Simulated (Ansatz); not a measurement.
Dissociation curve of OH (cation, charge +1), triplet.

- ROHF/aug-cc-pVDZ (Ansatz, a program for electronic structure)
- ROMP2 = MP2 on ROHF/aug-cc-pVDZ, frozen core (Ansatz)
- UHF/aug-cc-pVDZ (Ansatz)
- UMP2 = MP2 on UHF/aug-cc-pVDZ, frozen core run with Ansatz
- UKS-PBE0 = unrestricted PBE0/aug-cc-pVDZ (Ansatz)
- UKS-BLYP = unrestricted BLYP/aug-cc-pVDZ (Ansatz)
- UKS-PBE = unrestricted PBE/aug-cc-pVDZ (Ansatz)
- FCI = full CI/aug-cc-pVDZ, frozen core in Ansatz

All curves are set to zero at 1.04 Å and compared with full CI in the same basis at 1.04, 1.06, 1.10, 1.14, 1.21, 1.28, 1.38, 1.53, 1.71, 1.84, 2.05, 2.28, 2.54, 2.84, 3.10, 3.58, 4.10 Å.

Question: Order the methods by the spread of their error (largest minus smallest) over these points.

Answer: ROMP2 has the smallest spread and UKS-BLYP the largest. In order (kJ/mol): ROMP2 37.01, UMP2 54.81, ROHF 57.51, UKS-PBE0 108.83, UHF 139.68, UKS-PBE 162.81, UKS-BLYP 171.76.

Errors against full CI at some of the points (kJ/mol):

```tsv
method	1.28 Å	1.53 Å	2.05 Å	2.54 Å	4.10 Å
ROMP2	8.2	17.2	31.9	37.0	30.1
UMP2	8.1	24.6	43.7	31.2	-11.1
ROHF	23.5	42.7	57.5	48.6	21.6
UKS-PBE0	1.4	2.3	-18.9	-51.7	-106.5
UHF	19.2	25.5	-12.4	-56.3	-114.2
UKS-PBE	-9.5	-16.9	-47.2	-89.2	-162.8
UKS-BLYP	-12.4	-22.7	-56.3	-98.2	-171.8
```

The T1 diagnostic of CCSD on the restricted reference of ROMP2 exceeds 0.045 at 1.71 to 4.10 Å. The unrestricted determinant behind UHF, UMP2 is spin-contaminated at 1.53 to 4.10 Å (<S²> up to 3.0, against 2.00 for a pure triplet). The unrestricted determinant behind UKS-PBE0 is spin-contaminated at 1.71 to 4.10 Å (<S²> up to 2.5, against 2.00 for a pure triplet). The unrestricted determinant behind UKS-BLYP, UKS-PBE is spin-contaminated at 1.84 to 4.10 Å (<S²> up to 2.5, against 2.00 for a pure triplet).
